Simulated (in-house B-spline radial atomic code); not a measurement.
Values are calculated unless marked as measured or tabulated.
**W ion on Hf atom: potential, deflection and energy transfer**

The pair potential comes from two frozen, spherical free-atom densities (PBE, B-spline radial code, scalar-relativistic past argon): electrostatics plus the change in Thomas-Fermi kinetic and Dirac exchange energy where they overlap, the recipe behind the universal ZBL potential, which averages such potentials (from solid-state densities) over many pairs. It is written V = (Z1 Z2 e²/r) φ(r/a), with e² = 14.3996 eV·Å and a = 0.46850 Å/(Z1^0.23 + Z2^0.23); ZBL's fit is φ = 0.18175 e^(−3.1998x) + 0.50986 e^(−0.94229x) + 0.28022 e^(−0.4029x) + 0.02817 e^(−0.20162x). Where φ falls below 4e-4 it is continued as an exponential.

Masses 183.84 and 178.49 u.

```tsv
x = r/a	φ, this pair	φ, ZBL
0.1	0.8804	0.8928
0.5	0.5973	0.6096
1.5	0.2874	0.2995
3	0.1221	0.1292
5	0.04779	0.05224
8	0.01502	0.01705
12	0.004316	0.00474
17	0.001191	0.001212
```

**Question.** At x = 0.5 the electrostatic, kinetic and exchange parts are 851033.38, 201449.97 and -2961.03 eV. Find r, V and φ.

**Answer.** a = 0.46850/(2.6911 + 2.6742) = 0.08732 Å, so r = 0.04366 Å. V = 851033.38 + 201449.97 + (-2961.03) = 1049522.32 eV. The bare repulsion is 74 × 72 × 14.3996/0.04366 = 1.7572e+06 eV, so φ = 0.5973, -2.0 % against ZBL's 0.6096. The kinetic (Pauli) term is 19 % of V here.

**Question.** The ion comes in at 17.84 keV with impact parameter 0.4366 Å. The scattering integral gives a centre-of-mass angle of 51.07° and a closest approach of 6.481 a. What are the reduced energy, the energy passed on and the laboratory angles?

**Answer.** ε = E a M2/(Z1 Z2 e² (M1 + M2)) = 17840 × 5.6068e-07 = 0.01. The most that one collision can pass on is γE with γ = 4 M1 M2/(M1 + M2)² = 0.9998. Here T = γE sin²(θ/2) = 0.9998 × 17840 × 0.1858 = 3313 eV. The ion turns by arctan(sin θ/(cos θ + M1/M2)) = 25.1°, and the struck atom leaves at (180° − θ)/2 = 64.5°. The closest approach is 0.566 Å. With ZBL the angle would be 53.59° and T = 3624 eV.
